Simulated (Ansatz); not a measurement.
Geometry optimisation, Ansatz 0.2.0, RKS revPBE/def2-SVP.

input.yaml

```yaml
crystal:
  periodic: [false, false, false]
  atoms:
    - { symbol: Zr, position_ang: [-0.4878, -0.1263, -0.9783] }
    - { symbol: Cl, position_ang: [1.9086, -1.26, 0.5377] }
    - { symbol: F, position_ang: [-0.0098, -1.3184, -2.2974] }
    - { symbol: F, position_ang: [-2.2854, -0.4251, -0.7181] }
    - { symbol: F, position_ang: [0.026, 1.5755, -1.4689] }
    - { symbol: H, position_ang: [0.8741, -0.2587, 1.5404] }
    - { symbol: O, position_ang: [-0.1682, 0.4668, 1.5699] }
    - { symbol: H, position_ang: [0.1425, 1.3463, 1.8146] }
basis:
  gaussian: { orbitals: def2-SVP }
hamiltonian:
  xc: revpbe
relax:
  f_tol: 0.15
  max_steps: 25
  restrain:
    - { distance: [0, 6], at: 2.41, k: 30.0 }
    - { distance: [5, 1], at: 1.33, k: 30.0 }
    - { distance: [0, 1], at: 4.07, k: 30.0 }
    - { distance: [5, 6], at: 2.27, k: 30.0 }
```

Run as:

```bash
$ ansatz run input.yaml --threads 2 --pin off --max-ram 3072MiB --backend cpu --events-out ev --progress --plain --runs-dir out
```

**Question.** Where does it end, and by what steps?

**Answer.** The forces met the threshold. The restraints hold the end off the free minimum. After 15 steps the energy has fallen by 0.272 eV (the restraints' own energy left out); F4 moved furthest, 1.09 Å. Parted: Zr1–Cl2 (3.05 → 4.07 Å). Joined: Cl2–H6 (1.75 → 1.32 Å).

```tsv
step	energy less start (eV)	largest force component (eV/Å)	accepted
0	0.0000	4.265	yes
1	0.9794	4.673	yes
2	1.2511	4.860	yes
3	0.9160	3.386	yes
4	0.2091	3.239	yes
5	-0.0565	2.857	yes
6	-0.1527	2.955	yes
7	-0.2041	3.164	yes
8	-0.2291	3.198	yes
9	-0.2431	3.189	yes
10	-0.2298	2.916	no
11	-0.2507	3.210	yes
12	-0.2542	3.133	yes
13	-0.2581	3.124	yes
14	-0.2692	3.142	yes
15	-0.2719	3.287	yes
```

```xyz
8
Properties=species:S:1:pos:R:3
Zr -0.795 0.072 -0.868
Cl 2.813 -0.872 0.756
F -0.420 -1.651 -1.587
F -2.620 0.492 -1.215
F 0.210 1.429 -1.753
H 1.723 -0.574 1.437
O -0.433 0.110 1.406
H -0.477 0.993 1.825
```

The run took 36 s on 2 threads of AMD EPYC 7R43 64-Core Processor (Zen 3), with other jobs on the host, peak memory 0.18 GiB.
